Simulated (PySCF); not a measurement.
H₅O₄Si, SMILES [OH2+][Si](O)(O)O, charge +1. Geometry: PBE0-D3(BJ)/def2-SVP. The isomer is the one that the SMILES or the coordinates give; other isomers of the formula were not compared. Other conformers were not sampled.

**Question.** Give the equilibrium geometry at PBE0-D3(BJ)/def2-SVP (PySCF confirms it by a frequency run) as a Z-matrix. (An estimate is asked for; the answer gives what the named calculation found.)

**Answer.** Several could match; the one computed here: 
```
Si
O 1 1.6035
H 2 0.9641 1 125.46
O 1 1.6060 2 112.53 3 -166.65
H 4 0.9649 1 123.24 2 17.64
O 1 1.6100 2 120.34 3 -18.21
H 6 0.9640 1 126.09 2 -88.47
O 1 1.8331 2 106.18 3 84.51
H 8 0.9734 1 121.16 2 87.29
H 8 0.9749 9 111.05 1 -143.09
```
Charge +1, spin multiplicity 1.
